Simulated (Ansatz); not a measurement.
Computed with Ansatz on PBE0-D4/def2-TZVP structures; ΔE is electronic, products minus reactants. CBS: MP2 limit from def2 TZ/QZ plus the TZ coupled-cluster correction, frozen cores. DFT in def2-TZVPP. B3LYP here is the variant with VWN-RPA as its local correlation; programs differ in this. For Ge, Se outer-core shells are correlated without core-valence functions, which leaves a few kJ/mol of doubt a bond. Scalar relativity is left out up to krypton. One conformer a species, not always the lowest.

`[F][Ge]([F])([SiH3])[Cl]` + `NC[SeH]` → `NC[Se][SiH3]` + `[F][GeH]([F])[Cl]`  (cleavage of the Si–Ge bond)

Is it downhill or uphill in electronic energy at CCSD(T)/CBS, and by how much? (An estimate is asked.)

Ansatz gave: Downhill: ΔE = -0.46 eV.

What do these levels give: LDA (SPW92), r2SCAN-D4, PBE0-D4, CAM-B3LYP-D4, PBE, revPBE, BLYP, r2SCAN, B3LYP, BHLYP, CCSD/def2-SVP, SCS-MP2/def2-TZVPP? (Best estimate.)

The calculation gave: LDA (SPW92) -0.40, r2SCAN-D4 -0.43, PBE0-D4 -0.42, CAM-B3LYP-D4 -0.40, PBE -0.33, revPBE -0.30, BLYP -0.27, r2SCAN -0.43, B3LYP -0.33, BHLYP -0.41, CCSD/def2-SVP -0.53, SCS-MP2/def2-TZVPP -0.52 eV.

Largest T1 diagnostic among the species: 0.012.

From PBE to PBE0 (25 % exact exchange), in def2-TZVPP and without D4, ΔE moves by −0.07 eV. At CCSD(T), def2-SVP lies −0.07 eV from the extrapolated value and def2-TZVPP −0.01 eV.
